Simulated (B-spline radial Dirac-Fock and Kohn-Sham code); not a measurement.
**Ru⁺: input and output of one calculation**

ΔSCF core binding energies without Breit or QED terms, calculated with a radial atomic solver.

Input (task.json):

```json
{"items": [{"Z": 44, "q": 1, "cfg": [[1, 0, 2], [2, 0, 2], [2, 1, 6], [3, 0, 2], [3, 1, 6], [3, 2, 10], [4, 0, 2], [4, 1, 6], [4, 2, 7]], "A": 102, "rrms": 4.4809, "do": "settings", "holes": ["K", "L3", "M5"],
  "settings": [{"rel": "dirac", "method": "b88,", "nuc": "fermi", "radius_factor": 1.0, "rmax": 45.0, "h": 0.3, "order": 5, "points": 10, "c_factor": 1.0, "maxit": 60, "damp": 0.0, "ndamp": 3, "tol": 1e-08}]}]}
```

Command: `python xray2_run.py task.json out`

Ground-state iterations:

```
iter   energy (Ha)        error
   1    -4522.93660949  1.82e+00
   2    -4524.54215504  4.48e-01
   3    -4512.89806112  6.30e-01
   4    -4520.57045986  6.65e-01
   5    -4507.53884980  7.75e-01
   6    -4529.11811036  9.83e-02
   7    -4529.11909910  1.31e-01
   8    -4529.58115544  1.39e-02
   9    -4529.58452523  2.73e-03
  10    -4529.58476645  3.39e-05
  11    -4529.58476649  8.55e-06
  12    -4529.58476649  6.19e-07
  13    -4529.58476649  2.30e-08
```

The ground state converged in 13 iterations, with total energy -4529.58477 Ha, virial ratio 1.96057 and highest orbital energy -11.47 eV. ΔSCF binding energies: K (1s) 22223.3 eV, L3 (2p3/2) 2845.8 eV, M5 (3d5/2) 294.4 eV.
